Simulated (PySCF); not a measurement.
A side-by-side comparison of computed properties.

First species: C₇H₁₃F.
SMILES: `C/C(F)=C/C(C)(C)C`

Second species: C8H11NO.
SMILES: `C=C[C@@H](C)Nc1ccoc1`

Levels: PBE0/pcSseg-1 for dipole moment, HOMO energy, LUMO energy and HOMO–LUMO gap; GFN2-xTB for rotational constant A and rotational constant C. Geometries: GFN2-xTB. Each species is one conformer at its optimised geometry, gas phase, non-relativistic unless stated. Electronic properties by PySCF.

Dipoles, sizes and rotational constants follow the conformer. The torsions of the flexible species, by atom-mapped SMILES:
- `[CH3:1]/[C:2]([F:3])=[CH:4]/[C:5]([CH3:6])([CH3:7])[CH3:8]`: C2–C4–C5–C6 178°
- `[CH2:1]=[CH:2][C@@H:3]([CH3:4])[NH:5][c:6]1[cH:7][cH:8][o:9][cH:10]1`: C1–C2–C3–C4 7°, C2–C3–N5–C6 165°, C3–N5–C6–C7 159°

```json
{"property": "dipole moment", "column X": "1.67 D", "column Y": "1.38 D"}
{"property": "HOMO energy", "column X": "-5.64 eV", "column Y": "-6.93 eV"}
{"property": "LUMO energy", "column X": "0.17 eV", "column Y": "0.68 eV"}
{"property": "HOMO–LUMO gap", "column X": "5.81 eV", "column Y": "7.61 eV"}
{"property": "rotational constant A", "column X": "4.166 GHz", "column Y": "3.309 GHz"}
{"property": "rotational constant C", "column X": "0.615 GHz", "column Y": "1.174 GHz"}
```

Task: Which column belongs to which species?

Result: Column X is the second species and column Y the first. The first has 21 atoms and 64 electrons, the second 21 and 74.

Task: How does each property change from the first species to the second?

Result: dipole moment +0.29 D; HOMO energy +1.29 eV; LUMO energy -0.51 eV; HOMO–LUMO gap -1.80 eV; rotational constant A +0.857 GHz; rotational constant C -0.559 GHz.

On the first: The dipole equals about 4.6 × 10⁻³⁰ C·m (1 D = 3.33564 × 10⁻³⁰ C·m).

On the second: A dipole of 1.67 D is allowed in C1, and pure rotational transitions are dipole-allowed. In atomic units the dipole is 0.66 e·bohr (1 au = 2.5417 D).
